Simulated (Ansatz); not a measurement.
Species: sum formula H₃SiO, net charge 0, doublet state. It need not be the lowest isomer of its formula. SMILES: O[SiH2]
Structure (B3LYP-D3(BJ)/def2-TZVP (Ansatz, an electronic-structure program) minimum search):
```
Si
O 1 1.6585
H 2 0.9610 1 118.01
H 1 1.4847 2 105.38 3 -170.63
H 1 1.4946 4 110.37 2 -119.93
```
Charge 0, spin multiplicity 2.

Property: atomisation energy (electronic, to ground-state atoms), in kcal/mol. Valence correlation only, unless marked. Open shells are spin-unrestricted. No spin-orbit coupling. No relativistic terms. The coupled-cluster limit lacks core correlation, which all-electron functionals hold. Basis-set limits of correlation are two-point, X^-3; Hartree-Fock from the larger set (for Q and 5 zeta extrapolated as (X+1)exp(-9√X)).

```json
[
 {"level": "HF/aug-cc-pV(Q+d)Z", "program": "Ansatz", "atomisation energy (kcal/mol)": "265.1"},
 {"level": "HF/cc-pV(5+d)Z", "program": "Ansatz", "atomisation energy (kcal/mol)": "265.2"}
]
```

Task: What does CCSD(T)/CBS(cc-pV(Q+d)Z,cc-pV(5+d)Z) (Ansatz) give?

Result: 365.7 kcal/mol
